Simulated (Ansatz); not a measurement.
Consider the silylene formation by 1,1-elimination: `O[SiH2][SiH2]Br` → `O[SiH3]` + `[SiH]Br`.

Isolated molecules relaxed with PBE0-D4/def2-TZVP in Ansatz; ΔE leaves out vibrations. CCSD(T)/CBS is the MP2 limit (def2-TZVPP, def2-QZVPP) plus CCSD(T) − MP2 in def2-TZVPP, frozen cores. For Br outer-core shells are correlated without core-valence functions, which leaves a few kJ/mol of doubt a bond. Scalar relativity is left out up to krypton. One conformer a species, not always the lowest.

```json
{"species": "`O[SiH2][SiH2]Br`", "MP2/def2-QZVPP energy (Eh)": "-3229.39676"}
{"species": "`O[SiH3]`", "MP2/def2-QZVPP energy (Eh)": "-366.62980"}
{"species": "`[SiH]Br`", "MP2/def2-QZVPP energy (Eh)": "-2862.69114"}
```

Task: Work out ΔE.

Result: ΔE = (-366.62980) + (-2862.69114) − (-3229.39676) = 0.07582 Eh = +199.1 kJ/mol. CCSD(T)/CBS gives +189.7 kJ/mol.

Largest T1 diagnostic among the species: 0.011.

Leaving LDA and LC-ωPBE aside and taking each functional with its dispersion term where it has one, the values, not all of them listed here, spread over 39.2 kJ/mol, from BLYP-D4 to r2SCAN0-D4. LDA lies +32.6 kJ/mol from PBE without D4. From BLYP to BHLYP (50 % exact exchange), in def2-TZVPP and without D4, ΔE moves by +27.5 kJ/mol.
